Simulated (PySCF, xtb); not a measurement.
ClH₁₀NO₂Si₄, SMILES [SiH3]O[Si](N[SiH3])(Cl)O[SiH3].

GFN2-xTB (xtb 6.7.1) at its own geometry gives an orbital gap of 5.32 eV and a dipole moment of 3.17 D.

Geometry: r2SCAN-D4/def2-SVP. The values are those of a single conformer.

Task: What does M06-2X/def2-SVP (PySCF) give? (Estimate from the structure and the level; the computed values follow.)

Result: gap 10.13 eV (levels -9.14 and 0.99 eV), dipole 0.74 D.
